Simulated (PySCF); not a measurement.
Coordinates in bohr (charge 0 multiplicity 1):
```
Zr   -0.0558    0.0000    0.0000
O    -3.3386    0.0000    0.0000
F     1.5077   -3.3247    0.0000
F     1.5077    3.3247    0.0000
```

Method: PySCF, PBE0, basis Zr def2-TZVP with ECP28, O def2-TZVP, F def2-TZVP (scalar-relativistic core potentials, no spin–orbit coupling, density fitting).

This geometry of ZrOF₂ is a stationary point at this level.

What is the point group?

C2v.

Is it a minimum?

No: it has 1 imaginary mode, at 88i cm⁻¹ (b1).

List the harmonic modes with their infrared intensities.


```csv
symmetry,ω (cm⁻¹),IR (km/mol),type
b1,88i,–,bend
a1,163,13.8,bend
b2,237,9.4,bend
a1,613,81.1,stretch
b2,654,258,stretch
a1,983,235,stretch
```

What are the dipole moment and the gap between the highest occupied and lowest empty levels?

2.02 D and 5.69 eV.

Give the atomic charges and bond orders.


| atom | Mulliken | Löwdin | polar tensor | Mayer order to Zr1 |
| --- | --- | --- | --- | --- |
| Zr1 | 1.61 | 0.96 | 2.62 | – |
| O2 | -0.60 | -0.34 | -1.01 | 2.07 |
| F3,4 | -0.51 | -0.31 | -0.81 | 0.82 |

In C2v the vibrations span b1 + 3a1 + 2b2. Here b1 is antisymmetric to the molecular plane and b2 lies in it.

This need not be the most stable arrangement of these atoms. At this level a singlet minimum of Cs symmetry lies 4 kJ/mol below this structure.
